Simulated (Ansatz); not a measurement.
Input file for Ansatz (a quantum-chemistry and plane-wave program): R-revPBE/def2-TZVPPD on C2H3NO2 (a complex). Files ending in .json are basis or fitting sets from the Basis Set Exchange.

Ansatz 0.2 input:
```yaml
crystal:
  periodic: [false, false, false]
  atoms:
    - {symbol: C, position_ang: [0.29125762, 0.19456602, -0.14672380]}
    - {symbol: N, position_ang: [-0.25247303, -0.29445536, 0.73202798]}
    - {symbol: H, position_ang: [0.80142222, 0.65319044, -0.96423133]}
    - {symbol: O, position_ang: [0.94392952, 0.64539657, 3.80661337]}
    - {symbol: C, position_ang: [0.10130411, -0.08622643, 4.25115348]}
    - {symbol: O, position_ang: [-0.76541025, -0.80724470, 3.53948333]}
    - {symbol: H, position_ang: [-0.06369948, -0.25671390, 5.32450900]}
    - {symbol: H, position_ang: [-0.61165143, -0.64979494, 2.58194558]}
basis:
  gaussian:
    orbitals: def2-TZVPPD.json
hamiltonian:
  xc: {name: revPBE}
scf: {lower_state_search: off}
```

Question: Give the final energy of this run.

Answer: -283.2428 hartree.
